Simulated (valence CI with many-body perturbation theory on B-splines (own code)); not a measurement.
**Xe L: electric-dipole lines**

Calculated by relativistic CI+MBPT: three valence electrons over a frozen Dirac-Fock core [He], radial functions for each j: 11 s, 11 p, 10 d, 8 f, 5 g, 2 h, with the one-electron correlation potential Σ1, the two-electron term Σ2, the three-electron term Σ3, Breit, model QED; selected CI, second order for the rest, scaled by the run's own slope (own B-spline code, finite nucleus).

No measured spectrum was set against this ion. As an estimate, large intervals hold to a few tenths of a per cent, small ones and those within an open d or f shell to about a per cent.

Lines 201 to 250 of 464 in falling wavelength, among levels below 7510.7 eV, chosen from the strongest by gf and those to the six lowest levels. Wavelengths and rates use the calculated energies. Electric multipoles are in the length gauge, E1 and E2 with the static RPA response of the core. Weak lines are less certain than strong ones. Lines between different terms over intervals too small for the method are left out, as are lines whose strength nearly cancels. The highest levels of a list are the least certain.

Levels are named by their leading jj configuration (3d3/2^4 stands for four electrons in 3d with j = 3/2), which in mixed levels can hold well under half, so a name can repeat and another be missing. Letters in brackets count levels of one name in rising energy.

```
λ vac (nm)                       Upper                       Lower   A (s⁻¹)  S (a.u.)
    0.7209      (2s 2p1/2 4f5/2) J=7/2      (2s 2p1/2 3d3/2) J=5/2  7.44e+13  1.10e-01
    0.7206  (2s 2p1/2 4f5/2) J=5/2 [b]      (2s 2p1/2 3d3/2) J=5/2  1.41e+13  1.57e-02
    0.7202       (2p1/2^2 4d3/2) J=3/2       (2p1/2^2 3p3/2) J=3/2  7.30e+12  5.38e-03
    0.7178  (2s 2p1/2 4d3/2) J=3/2 [a]  (2s 2p1/2 3p3/2) J=3/2 [a]  7.05e+12  5.15e-03
    0.7178      (2s 2p1/2 4d3/2) J=5/2      (2s 2p1/2 3p3/2) J=5/2  8.07e+12  8.83e-03
    0.7175  (2s 2p1/2 4d3/2) J=3/2 [b]  (2s 2p1/2 3p3/2) J=3/2 [b]  5.40e+12  3.94e-03
    0.7166          (2s^2 4d3/2) J=3/2          (2s^2 3p3/2) J=3/2  6.68e+12  4.85e-03
    0.7136       (2p1/2^2 4d5/2) J=5/2       (2p1/2^2 3p3/2) J=3/2  4.23e+13  4.55e-02
    0.7122  (2s 2p1/2 4f5/2) J=5/2 [b]  (2s 2p1/2 3d3/2) J=3/2 [a]  8.12e+12  8.68e-03
    0.7121          (2s^2 4f5/2) J=5/2      (2s 2p1/2 3p1/2) J=3/2  3.73e+12  3.99e-03
    0.7118  (2s 2p1/2 4d5/2) J=5/2 [a]  (2s 2p1/2 3p3/2) J=3/2 [a]  4.08e+13  4.35e-02
    0.7117  (2s 2p1/2 4d5/2) J=5/2 [b]  (2s 2p1/2 3p3/2) J=3/2 [b]  3.81e+13  4.07e-02
    0.7117      (2s 2p1/2 4d5/2) J=7/2      (2s 2p1/2 3p3/2) J=5/2  4.35e+13  6.19e-02
    0.7116      (2s 2p1/2 4d5/2) J=3/2  (2s 2p1/2 3p3/2) J=3/2 [b]  8.56e+12  6.09e-03
    0.7114          (2s^2 4d5/2) J=5/2          (2s^2 3p3/2) J=3/2  3.96e+13  4.22e-02
    0.7105  (2s 2p1/2 4d5/2) J=5/2 [b]      (2s 2p1/2 3p3/2) J=5/2  4.97e+12  5.28e-03
    0.7095         (2s 2p3/2 4s) J=5/2      (2s 2p3/2 3p1/2) J=5/2  2.72e+12  2.87e-03
    0.7088      (2s 2p1/2 4d3/2) J=5/2  (2s 2p1/2 3p3/2) J=3/2 [a]  3.05e+12  3.21e-03
    0.7084         (2s 2p3/2 4s) J=5/2  (2s 2p3/2 3p1/2) J=3/2 [a]  2.54e+12  2.68e-03
    0.7063      (2s 2p1/2 4d5/2) J=3/2      (2s 2p1/2 3p3/2) J=1/2  2.57e+13  1.79e-02
    0.6959          (2s^2 4d5/2) J=5/2         (2s 2p1/2 3s) J=3/2  4.44e+12  4.43e-03
    0.6858       (2p1/2^2 4p1/2) J=1/2          (2p1/2^2 3s) J=1/2  1.57e+13  5.00e-03
    0.6844      (2s 2p1/2 4p1/2) J=3/2     (2s 2p1/2 3s) J=1/2 [b]  7.54e+12  4.77e-03
    0.6819      (2s 2p3/2 4p1/2) J=3/2     (2s 2p3/2 3s) J=3/2 [a]  4.26e+12  2.67e-03
    0.6814  (2s 2p1/2 4d3/2) J=3/2 [b]  (2s 2p1/2 3p1/2) J=1/2 [b]  1.96e+13  1.22e-02
    0.6814      (2s 2p3/2 4p1/2) J=5/2     (2s 2p3/2 3s) J=3/2 [a]  9.69e+12  9.08e-03
    0.6811      (2s 2p1/2 4d3/2) J=1/2  (2s 2p1/2 3p1/2) J=1/2 [b]  2.91e+13  9.06e-03
    0.6779  (2s 2p1/2 4p1/2) J=1/2 [a]     (2s 2p1/2 3s) J=1/2 [a]  1.87e+13  5.76e-03
    0.6775       (2p1/2^2 4d3/2) J=3/2       (2p1/2^2 3p1/2) J=1/2  2.97e+13  1.82e-02
    0.6760      (2s 2p1/2 4p1/2) J=3/2         (2s 2p1/2 3s) J=3/2  1.06e+13  6.49e-03
    0.6755          (2s^2 4p1/2) J=1/2             (2s^2 3s) J=1/2  2.07e+13  6.28e-03
    0.6751      (2s 2p3/2 4p1/2) J=3/2         (2s 2p3/2 3s) J=5/2  1.61e+13  9.79e-03
    0.6748  (2s 2p1/2 4d5/2) J=5/2 [a]      (2s 2p1/2 3p1/2) J=3/2  2.93e+12  2.66e-03
    0.6746      (2s 2p3/2 4p1/2) J=5/2         (2s 2p3/2 3s) J=5/2  1.06e+13  9.63e-03
    0.6740          (2s^2 4d3/2) J=3/2          (2s^2 3p1/2) J=1/2  3.54e+13  2.14e-02
    0.6733  (2s 2p1/2 4p1/2) J=1/2 [b]         (2s 2p1/2 3s) J=3/2  1.62e+13  4.88e-03
    0.6732  (2s 2p1/2 4d3/2) J=3/2 [a]  (2s 2p1/2 3p1/2) J=1/2 [a]  3.47e+13  2.09e-02
    0.6721      (2s 2p1/2 4d3/2) J=5/2      (2s 2p1/2 3p1/2) J=3/2  3.11e+13  2.80e-02
    0.6709  (2s 2p1/2 4d3/2) J=3/2 [b]      (2s 2p1/2 3p1/2) J=3/2  1.50e+13  8.94e-03
    0.6685       (2p1/2^2 4p3/2) J=3/2          (2p1/2^2 3s) J=1/2  1.31e+13  7.70e-03
    0.6670      (2s 2p1/2 4p3/2) J=1/2     (2s 2p1/2 3s) J=1/2 [b]  1.36e+13  3.98e-03
    0.6666  (2s 2p1/2 4p3/2) J=3/2 [b]     (2s 2p1/2 3s) J=1/2 [b]  9.09e+12  5.32e-03
    0.6653       (2p1/2^2 4d3/2) J=3/2      (2s 2p1/2 3d3/2) J=1/2  6.57e+12  3.82e-03
    0.6612  (2s 2p1/2 4p3/2) J=3/2 [a]     (2s 2p1/2 3s) J=1/2 [a]  1.50e+13  8.56e-03
    0.6599          (2s^2 4p3/2) J=3/2             (2s^2 3s) J=1/2  1.68e+13  9.55e-03
    0.6590      (2s 2p1/2 4p3/2) J=5/2         (2s 2p1/2 3s) J=3/2  1.50e+13  1.27e-02
    0.6587  (2s 2p1/2 4p3/2) J=3/2 [b]         (2s 2p1/2 3s) J=3/2  6.33e+12  3.57e-03
    0.2607         (2s 2p1/2 3s) J=3/2  (2s 2p1/2 2p3/2) J=3/2 [b]  5.22e+12  1.83e-04
    0.2600          (2p3/2^2 3s) J=3/2             (2p3/2^3) J=3/2  5.91e+13  2.05e-03
    0.2595     (2s 2p1/2 3s) J=1/2 [b]  (2s 2p1/2 2p3/2) J=3/2 [b]  2.63e+13  4.54e-04
```
